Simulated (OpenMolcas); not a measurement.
**Nb3+: moving the ligands**

Nb3+ with 6 ligands (water) in octahedral coordination (Th) at 2.08 Å. Ligand basis ANO-RCC-VDZP.
```
Nb    0.0000    0.0000    0.0000
O     2.0800    0.0000    0.0000
H     2.6570    0.7797    0.0000
H     2.6570   -0.7797    0.0000
O     0.0000    2.0800    0.0000
H     0.0000    2.6570    0.7797
H     0.0000    2.6570   -0.7797
O    -2.0800    0.0000    0.0000
H    -2.6570    0.7797    0.0000
H    -2.6570   -0.7797    0.0000
O     0.0000   -2.0800    0.0000
H     0.0000   -2.6570    0.7797
H     0.0000   -2.6570   -0.7797
O     0.0000    0.0000    2.0800
H     0.7797    0.0000    2.6570
H    -0.7797    0.0000    2.6570
O     0.0000    0.0000   -2.0800
H     0.7797    0.0000   -2.6570
H    -0.7797    0.0000   -2.6570
```

```yaml
Program: OpenMolcas 26.06
Method: "SS-CASPT2, IPEA 0.25 Eh, imaginary shift 0.1 Eh (closed shells correlated: 4s 4p and the ligand valence shells)"
Basis: ANO-RCC-VDZP [6s5p3d1f]
Scalar_Hamiltonian: DKH2, point nucleus
Active_space: 2 electrons in 5 orbitals (4d)
State_averaging: 2S+1 = 3 even, 10 roots; 2S+1 = 1 even, 15 roots
Spin-orbit_coupling: RASSI with atomic mean-field integrals over the reference wave functions
```

Runs around this geometry, states (labels of O, taken over from Oh, the nearest higher group). Energies in cm-1 above the lowest state or level, χT in cm3 K/mol; under a threefold ground state the first gap can be a small split of the lowest multiplet, not the spin-orbit step; 10Dq and B are least-squares fits to the states below 45000 cm-1, weighted by degeneracy, with a free offset, and given where the rms deviation is under 5 % of |10Dq| (or 100 cm-1) and under 700 cm-1.

| R (Å) | Ground state | First state of that spin | 10Dq | B (rms of fit) | First gap with spin-orbit (degeneracies) | χT at 300 K | First state of another spin |
| --- | --- | --- | --- | --- | --- | --- | --- |
| 2 | 3T1 | 3T2 34970 | 35568 | 525 (307) | 13 (2, 3) | 0.504 | 1T2 7000 |
| 2.08 | 3T1 | 3T2 28780 | 29703 | 513 (148) | 18 (2, 3) | 0.480 | 1T2 7280 |
| 2.17 | 3T1 | 3T2 23300 | 24605 | 536 (50) | 24 (2, 3) | 0.455 | 1T2 7590 |

Taking |10Dq| as R^-n, n = -ln(24605 / 35568) / ln(2.17 / 2) = 4.5 between the shortest and longest distance. The point-charge formula for a cubic d site gives n = 5.

Roots that are degenerate in the reference are averaged as groups; the widest CASPT2 spread within a group is 680 cm-1 (the 3-fold group of multiplicity 3 near 35100 cm-1 above the lowest state of its run, R = 2.08). Shifts and gaps below about the spread of the groups concerned are not significant. Over all roots computed the reference weight is 0.70 to 0.71 in R = 2, 0.70 to 0.71 in R = 2.08, 0.70 to 0.71 in R = 2.17; a low but even weight reflects the number of correlated electrons. An orbital triplet at a regular site is open to Jahn-Teller coupling, which can distort the site and quench the lowest spin-orbit gaps and is left out. Ligand-to-metal charge-transfer states are missing. With no ligand orbital active B as a rule stays too high, so bands that hang on it stand too high and its fall with covalency is understated. With one d shell and no ligand orbital active, 10Dq can be off by a tenth or more. The least metal-like active orbital is 75 % on the metal (Löwdin) and no ligand orbital is active, so the numbers are rough (holds for R = 2). The least metal-like active orbital is 79 % on the metal (Löwdin) and no ligand orbital is active, so the numbers are rough (holds for R = 2.08). The least metal-like active orbital is 82 % on the metal (Löwdin) and no ligand orbital is active, so the numbers are rough (holds for R = 2.17). No measured value stands beside these numbers; the geometry was imposed, not optimised, and the real ion may take another.
